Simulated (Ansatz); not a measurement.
`O[Si](F)(Cl)Cl` and `N[Si](O)(F)Cl` differ in one atom or group.

Ansatz, PBE0-D4/def2-TZVP geometries, multiplicity 1. Each molecule was computed in one conformer, which needn't be the lowest.

```json
{"property": "zero-point energy (PBE0-D4/def2-TZVP) / kJ/mol", "`O[Si](F)(Cl)Cl`": "55.2"}
{"property": "HOMO energy (ωB97M-V/def2-TZVPP) / eV", "`O[Si](F)(Cl)Cl`": "-11.84"}
{"property": "HOMO energy (PBE0/def2-TZVPP) / eV", "`O[Si](F)(Cl)Cl`": "-9.59"}
{"property": "size of the dipole moment (PBE/def2-TZVPP) / D", "`O[Si](F)(Cl)Cl`": "1.69"}
{"property": "HOMO–LUMO gap (PBE/def2-TZVPP) / eV", "`O[Si](F)(Cl)Cl`": "7.31"}
{"property": "LUMO energy (PBE0/def2-TZVPP) / eV", "`O[Si](F)(Cl)Cl`": "0.18"}
```

Q: Give the same properties after the change, and the shifts. (Best estimate.)

A: The calculation gave: 
```csv
property,`N[Si](O)(F)Cl`,shift
zero-point energy (PBE0-D4/def2-TZVP) / kJ/mol,120.8,65.6
HOMO energy (ωB97M-V/def2-TZVPP) / eV,-10.76,1.08
HOMO energy (PBE0/def2-TZVPP) / eV,-8.35,1.24
size of the dipole moment (PBE/def2-TZVPP) / D,3.04,1.35
HOMO–LUMO gap (PBE/def2-TZVPP) / eV,6.37,-0.94
LUMO energy (PBE0/def2-TZVPP) / eV,0.45,0.27
```

With PBE0 the HOMO rises by 1.24 eV and the LUMO rises by 0.27 eV, so the gap narrows by about 0.97 eV. PBE moves the HOMO by 1.33 eV and ωB97M-V by 1.08 eV. The zero-point energy changes by 65.6 kJ/mol with +6 modes. Dipoles are sizes alone; their direction can turn.
